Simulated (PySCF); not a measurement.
C4H5BCl2.
Numbering: `[CH2:1]=[CH:2]/[CH:3]=[CH:4]\[B:5]([Cl:6])[Cl:7]` (hydrogens: H8, H9 on C1; H10 on C2; H11 on C3; H12 on C4)

Cartesian coordinates in Å at the PBE0-D3(BJ)/def2-SVP level; atoms count from 1:
```
atom  x, y, z in Å
C1    -2.2319    0.1772   -0.8611
C2    -0.9461    0.3376   -0.5084
C3    -0.2498   -0.6436    0.2987
C4     1.0404   -0.6392    0.7242
B5     2.1652    0.3836    0.5000
Cl6    3.7703   -0.0052    1.1111
Cl7    1.9956    1.9333   -0.3216
H8    -2.7541    0.9175   -1.4719
H9    -2.8020   -0.7037   -0.5478
H10   -0.3988    1.2255   -0.8317
H11   -0.8693   -1.5031    0.5893
H12    1.3388   -1.5098    1.3196
```

The calculation used PBE0-D3(BJ)/def2-SVP geometry optimisation, gas phase in PySCF 2.14.0.

Masses are those of the commonest isotopes; rigid-rotor values at the optimised geometry. The values belong to one conformer with, in the numbering `[CH2:1]=[CH:2]/[CH:3]=[CH:4]\[B:5]([Cl:6])[Cl:7]`, C1–C2–C3–C4 179°.

(1) Give the principal moments of inertia and the rotational constants in MHz.

(2) What kind of rotor is it?

(3) What does the inertial defect say?

(4) Which types of transition are allowed, and where do some lines up to J = 3 fall?

## Answers

(1) Ia = 150.45, Ib = 559.38, Ic = 709.18 u·Å²; 505379 MHz·u·Å²/I gives A = 3359, B = 903.5, C = 712.6 MHz.

(2) An asymmetric top. Ray's parameter κ = (2B − A − C)/(A − C) = -0.856; −1 is the prolate and +1 the oblate limit.

(3) Not planar: Δ = Ic − Ia − Ib = -0.65 u·Å². For a rigid frame Δ = −2 Σ m c², so Σ m c² = 0.33 u·Å² lies off the ab plane: 0.05 from hydrogen and 0.27 from heavier atoms. The atom farthest from that plane is 0.14 Å away.

(4) The dipole components are |μa| = 2.44 D, |μb| = 0.78 D, |μc| = 0.01 D. Intensities carry the squares of the components, which stand as 1.00 : 0.10 : 0.00 (a : b : c). Some lines, for components of 0.1 D or more:

```csv
type,branch,"J(Ka,Kc)",MHz,lower level (cm⁻¹)
a,Q,"2(1,1) ← 2(1,2)",573,0.237
b,R,"2(0,2) ← 1(1,1)",766,0.136
a,Q,"3(1,2) ← 3(1,3)",1145,0.389
a,R,"1(0,1) ← 0(0,0)",1616,0.000
b,R,"3(0,3) ← 2(1,2)",2530,0.237
a,R,"2(1,2) ← 1(1,1)",3041,0.136
b,Q,"3(1,2) ← 3(0,3)",3170,0.322
a,R,"2(0,2) ← 1(0,1)",3221,0.054
b,R,"1(1,1) ← 0(0,0)",4072,0.000
a,R,"3(1,3) ← 2(1,2)",4556,0.237
a,R,"3(2,1) ← 2(2,0)",4891,0.502
b,Q,"2(2,0) ← 2(1,1)",7377,0.256
b,Q,"2(2,1) ← 2(1,2)",7939,0.237
b,Q,"3(3,0) ← 3(2,1)",12709,0.666
b,Q,"3(3,1) ← 3(2,2)",12762,0.664
b,R,"3(3,1) ← 2(2,0)",17599,0.502
```

Stationary, but not proved a minimum. Constants of a rigid frame at the computed geometry: no zero-point averaging, no centrifugal distortion. Quadrupole hyperfine structure (11B, 35Cl) is left out.

Time: 46 s wall; peak memory 0.55 GiB. Hardware: an Intel Xeon 6975P-C with one thread, shared host. This is the geometry optimisation.
